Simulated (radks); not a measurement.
Be+, 3 electrons, occupied as [He] 2s1.

All-electron calculation, scalar-relativistic Kohn-Sham, PBE, spin-polarised, spherical densities, point nucleus; open shells are filled with parallel spins first. Program: a radial shooting solver on a logarithmic mesh with Libxc functionals.

Energy parts (eV):
| part | energy |
|---|---|
| total | -389.182 |
| kinetic | 387.954 |
| electron-nucleus | -867.175 |
| Hartree | 158.634 |
| exchange-correlation | -68.595 |

Orbitals (lengths in bohr, moments of r in powers of bohr; <r^-3> diverges for s and p1/2):
1s up: occ. 1; eigenvalue (eV) -117.8216
1s down: occ. 1; eigenvalue (eV) -117.3111
2s up: occ. 1; eigenvalue (eV) -14.4744

The highest occupied level is 2s up at -14.474 eV. For comparison, the ionisation energy in NIST's Atomic Spectra Database is 18.211 eV (measured). In exact Kohn-Sham theory the highest level is minus the ionisation energy, but local and semilocal functionals leave it too shallow, through self-interaction and a potential that decays too fast; potentials with the right tail come closer.
